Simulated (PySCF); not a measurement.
**Electron correlation in Cd³⁴⁺ (cadmium, charge +34)**

[Ne] 3s2 3p2, high-spin 3P determinant. Computed with PySCF 2.14 in an uncontracted even-tempered set (16 s from 5.3 bohr⁻², ratio 2.5; 10 p from 6.9 bohr⁻², ratio 2.5; 4 d from 29 bohr⁻², ratio 2.7; 4 f from 43 bohr⁻², ratio 2.7), with no relativity, point nucleus. Frozen: 1s2; 12 electrons correlated; the 17 highest virtual orbitals of each spin left out.

```csv
level,correlation energy (mhartree)
CCSD,-509.04
(T),-1.61
CCSD(T),-510.65
```

Diagnostics: T1 = 0.0011, D1 = 0.0047, largest double amplitude 0.083.

Problem. Is a single reference adequate?

Solution. Mostly. T1 lies below 0.03, but a double amplitude of this size points to a near-degeneracy that CCSD handles and MP2 describes poorly.

At this charge a non-relativistic calculation is a model, useful for the Z dependence of the correlation energy.

Spin-orbit coupling is strong in this species, so the high-spin LS determinant is a model state.
